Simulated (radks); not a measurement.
Initial-state core-level shifts of neutral terbium when its valence configuration changes from [Xe] 4f9 6s2. Method: Dirac Kohn-Sham, PBE, spin-unpolarised, spherical densities, point nucleus; open shells are shared between the two j in proportion to 2j + 1; computed with a radial shooting solver on a logarithmic mesh with Libxc functionals. Shifts are changes of the shell-averaged eigenvalues in eV (positive: less bound).

[
 {"valence": "4f8 6s2 6p1", "3s": "-10.862", "3d": "-10.782", "4s": "-10.521", "4p": "-10.384"},
 {"valence": "4f9 6s1.5 6p0.5", "3s": "-0.694", "3d": "-0.695", "4s": "-0.699", "4p": "-0.700"},
 {"valence": "4f8.5 5d0.5 6s2", "3s": "-3.670", "3d": "-3.628", "4s": "-3.527", "4p": "-3.463"},
 {"valence": "4f9 6s0.5 6p1.5", "3s": "-1.980", "3d": "-1.983", "4s": "-1.996", "4p": "-2.000"},
 {"valence": "4f7 6s2 6p2", "3s": "-23.801", "3d": "-23.615", "4s": "-22.782", "4p": "-22.439"},
 {"valence": "4f8 5d1 6s2", "3s": "-7.689", "3d": "-7.596", "4s": "-7.333", "4p": "-7.188"},
 {"valence": "4f9 6s1 6p1", "3s": "-1.351", "3d": "-1.353", "4s": "-1.361", "4p": "-1.364"},
 {"valence": "4f9 5d1 6s1", "3s": "+0.712", "3d": "+0.719", "4s": "+0.731", "4p": "+0.738"}
]
